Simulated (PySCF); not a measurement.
# Correlation energy of Co (cobalt, neutral)

[Ar] 3d7 4s2, high-spin 4F determinant. All numbers are calculated (PySCF 2.14, the non-relativistic Hamiltonian (point nucleus), in cc-pVTZ (7s6p4d2f1g, 68 functions)). Frozen: [Ar]; 9 electrons correlated.

MP2 pair energies summed by pair of shells (mhartree):

```tsv
pair	energy	share (%)
3d-3d	-189.37	76.9
3d-4s	-34.84	14.2
4s-4s	-21.93	8.9
```

Total MP2 correlation energy: -246.14 mhartree.

Same-spin part -96.43 and opposite-spin part -149.71 mhartree; SCS-MP2 scales them by 1/3 and 6/5 to -211.79 mhartree.
